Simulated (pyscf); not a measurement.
Hydrogen shift: `[CH2]=[C][C]#[N]` [doublet] -> `[CH]=[CH][C]#[N]` [doublet]

Gas phase, doublet surface, charge 0. Bonds broken: C4–H5. Bonds formed: C3–H5. PySCF, gas phase, ωB97X-D3(BJ)/def2-SVP geometries. Correlated levels are frozen-core, on RHF or UHF. ΔMP2 is the change of the MP2 total energy from the triple- to the quadruple-zeta basis.

Transition state (Å):

```xyz
6

C      1.3748     0.9753    -0.4648
N      2.2708     1.6683    -0.7244
C      0.2944     0.0976    -0.2727
C     -0.6398    -0.4759     0.4178
H     -0.4618    -0.7403    -0.8520
H     -1.1282    -0.5541     1.3979
```

One imaginary mode, 2198i cm⁻¹; descent along it reached the two sides named.

```json
[
 {"bond": "C4–H5", "change": "breaks", "reactant side (Å)": "1.097", "saddle": "1.309", "product side": "2.113"},
 {"bond": "C3–H5", "change": "forms", "reactant side (Å)": "2.104", "saddle": "1.269", "product side": "1.098"}
]
```

Electronic energies relative to the reactant's lowest minimum found (kcal/mol):

| level | barrier | reaction energy | reverse barrier |
|---|---|---|---|
| ωB97X-D3(BJ)/def2-TZVP | 56.2 | +7.4 | 48.7 |
| PBE/def2-TZVP | 52.4 | +11.9 | 40.5 |
| r²SCAN/def2-TZVP | 56.1 | +10.6 | 45.5 |
| B3LYP-D3(BJ)/def2-TZVP | 56.6 | +10.1 | 46.5 |
| PBE0-D3(BJ)/def2-TZVP | 55.0 | +9.3 | 45.6 |
| M06-2X/def2-TZVP | 54.9 | +6.3 | 48.6 |
| ωB97M-D3(BJ)/def2-TZVP | 55.4 | +7.5 | 47.9 |
| HF/def2-TZVP | 74.4 | +6.9 | 67.5 |
| MP2/def2-QZVPP | 39.1 | -5.6 | 44.7 |
| CCSD/def2-TZVPP | 56.6 | +5.2 | 51.5 |
| CCSD(T)/def2-TZVPP | 54.6 | +5.6 | 49.0 |
| CCSD(T)/def2-TZVPP + ΔMP2(QZVPP) | 53.8 | +5.3 | 48.5 |

With CCSD(T)/def2-TZVPP + ΔMP2(QZVPP) energies and thermal terms (ideal gas, 1 atm, RRHO with modes under 100 cm⁻¹ raised to 100, one conformer, R ln 2 for chiral ones without a mode under 150 cm⁻¹), in kcal/mol:

```csv
T (K),ΔH‡,ΔG‡,ΔH,ΔG
298,50.4,50.2,+5.6,+5.9
600,50.5,49.9,+5.5,+6.2
900,50.4,49.6,+5.5,+6.5
1200,50.0,49.4,+5.5,+6.8
```

One saddle was located; it need not be the lowest between these sides. The CCSD(T) − MP2 part came from Ansatz, without density fitting, on the same reference. An open-shell T1 diagnostic exceeds 0.045. A UHF reference is spin-contaminated (<S²> up to 1.38), which harms MP2 most.
